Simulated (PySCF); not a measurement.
Working with the constants of HI⁻

UHF-CCSD(T) constants of HI⁻, ²Σ⁺ (doublet), unpaired electrons σ ↑ (basis H def2-SVPD, I def2-SVPD with ECP28; scalar-relativistic core potentials; PySCF 2.14; masses 1.0078 and 126.9045 u):

| Quantity | Value |
| --- | --- |
| ωe | 370.5 cm⁻¹ |
| ωexe | 38.3 cm⁻¹ |
| Be | 2.4953 cm⁻¹ |
| αe | 0.279 cm⁻¹ |
| De to H + I⁻ | 0.115 eV |

Q: What force constant and bond length do these constants imply?

A: Reduced mass μred = 0.99988 u; k = 5.8918×10⁻⁷·μred·ωe² (u, cm⁻¹, mdyn/Å) = 0.0809 mdyn/Å; Re = √(16.8576/(μred·Be)) (u, cm⁻¹, Å) = 2.599 Å.

Q: Estimate the centrifugal constant D from the Kratzer relation and find the Dunham coefficient a1.

A: D = 4Be³/ωe² = 0.000453 cm⁻¹; a1 = −1 − αeωe/(6Be²) = -3.77.

Correlated steps freeze 4 core orbitals. The bond is weak. Basis-set superposition, not corrected here, can be much of De in a small basis, most of all at correlated wavefunction levels. Spin–orbit coupling is left out. For an ion De counts to the pair picked by the measured ionisation energies or electron affinities, which need not be the lowest pair at this level. The state is the lowest determinant that a PBE0 search found; another state may lie lower at other levels.
